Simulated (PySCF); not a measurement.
**Working out the ionisation energy of N(2+)**

N(2+) [He] 2s2 2p1 (2P) → N(3+) [He] 2s2 (1S). Calculation: PySCF 2.14, in cc-pVDZ-DK (3s2p1d, 14 functions); scalar relativity by spin-free X2C-1e. Frozen: 1s2. Energies in hartree (1 hartree = 27.21139 eV):

```tsv
part	N(2+) (lower)	N(3+) (upper)
UHF	-52.835360	-51.097213
CCSD correlation	-0.074255	-0.084685
(T)	-0.000541	0.000000
```

Q: What does Hartree-Fock give?

A: (-51.097213) − (-52.835360) = 1.738147 hartree = 47.297 eV.

Q: What do CCSD and CCSD(T) give?

A: The CCSD correlation energies differ by -0.010430 hartree = -0.284 eV and the triples by 0.000541 hartree = 0.015 eV, so CCSD gives 47.013 eV and CCSD(T) 47.028 eV.

Reference: 47.445 eV (semi-empirical (NIST evaluation); NIST Atomic Spectra Database, ionization energies), between the lowest levels; spin-orbit coupling is absent from the calculation.

A double-zeta basis recovers only part of the correlation energy.

The coupled-cluster amplitudes are large, so a single reference is strained.

What remains against the reference includes basis incompleteness, the frozen core and higher excitations.
